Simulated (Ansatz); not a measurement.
Te(Et)(SiH3) (C₂H₈SiTe), SMILES CC[Te][SiH3].

Coordinates come from a B3LYP-D3(BJ)/def2-SVP optimisation. The structure was generated by enumeration, and PubChem lists no compound with its InChIKey, so it may never have been made. The def2 effective core potentials stand for the cores of Te; spin–orbit coupling is left out. One conformer was computed; it need not be the lowest.

Two levels are set side by side: PBE/def2-SVPD (Ansatz, a program for electronic structure) and CAM-B3LYP/def2-SVPD (Ansatz). Energy differences of separate SCF runs at the same geometry; the states with an electron removed or added have multiplicity 2 and 2. Differences are taken from unrounded values.

```csv
quantity,CAM-B3LYP
vertical ionisation energy (eV),8.07
vertical singlet–triplet gap (eV),3.59
```

Question: What does PBE give, and how far is it from CAM-B3LYP? (The exact figures need the calculation; the answer reports its results.)

Answer: 
```
quantity                            PBE  PBE minus CAM-B3LYP
---------------------------------  ----  -------------------
vertical ionisation energy (eV)    7.93                -0.13
vertical singlet–triplet gap (eV)  3.38                -0.21
```
